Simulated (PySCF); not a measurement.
Isomers of C3H8OSi2, mass 116.011 u with the commonest isotopes. Method: PySCF, PBE0-D3(BJ)/def2-SVP geometry optimisation, gas phase. One conformer each, none proved a minimum here; rigid rotors.

Question: Order these by rotational constant A, smallest first.
A. `[CH3:1][C:2]#[C:3][SiH2:4][O:5][SiH3:6]` with C3–Si4–O5–Si6 12°
B. `[CH3:1][O:2][SiH2:3][C:4]#[C:5][SiH3:6]` with C1–O2–Si3–C4 -55°
C. `[O:1]=[CH:2][SiH:3]1[CH2:4][SiH2:5][CH2:6]1` with O1–C2–Si3–C4 123°, C2–Si3–C4–Si5 95°, Si3–C4–Si5–C6 16°, C4–Si5–C6–Si3 -16°, C2–Si3–C6–Si5 -95°

Answer: A (3415 MHz), C (4723 MHz), B (5252 MHz).

Question: Order these by out-of-plane moment Σ m c² = (Ia + Ib − Ic)/2, largest first.
A. `[O:1]=[CH:2][SiH:3]1[CH2:4][SiH2:5][CH2:6]1` with O1–C2–Si3–C4 123°, C2–Si3–C4–Si5 95°, Si3–C4–Si5–C6 16°, C4–Si5–C6–Si3 -16°, C2–Si3–C6–Si5 -95°
B. `[CH3:1][C:2]#[C:3][SiH2:4][O:5][SiH3:6]` with C3–Si4–O5–Si6 12°
C. `[CH3:1][O:2][SiH2:3][C:4]#[C:5][SiH3:6]` with C1–O2–Si3–C4 -55°

Answer: A (46.97 u·Å²), C (10.81 u·Å²), B (7.71 u·Å²).

Question: Order these by rotational constant B, smallest first.
A. `[CH3:1][O:2][SiH2:3][C:4]#[C:5][SiH3:6]` with C1–O2–Si3–C4 -55°
B. `[O:1]=[CH:2][SiH:3]1[CH2:4][SiH2:5][CH2:6]1` with O1–C2–Si3–C4 123°, C2–Si3–C4–Si5 95°, Si3–C4–Si5–C6 16°, C4–Si5–C6–Si3 -16°, C2–Si3–C6–Si5 -95°
C. `[CH3:1][C:2]#[C:3][SiH2:4][O:5][SiH3:6]` with C3–Si4–O5–Si6 12°

Answer: A (810.7 MHz), C (1128 MHz), B (1365 MHz).

| SMILES | point group | Ia (u·Å²) | Ib (u·Å²) | Ic (u·Å²) | κ | μa (D) | μb (D) | μc (D) |
| --- | --- | --- | --- | --- | --- | --- | --- | --- |
| CC#C[SiH2]O[SiH3] | – | 148.00 | 448.20 | 580.78 | -0.80 | 2.06 | 1.18 | 0.07 |
| O=C[SiH]1C[SiH2]C1 | near Cs | 107.00 | 370.11 | 383.17 | -0.97 | 2.53 | 0.16 | 0.26 |
| CO[SiH2]C#C[SiH3] | C1 | 96.22 | 623.40 | 698.01 | -0.96 | 0.53 | 0.84 | 0.71 |
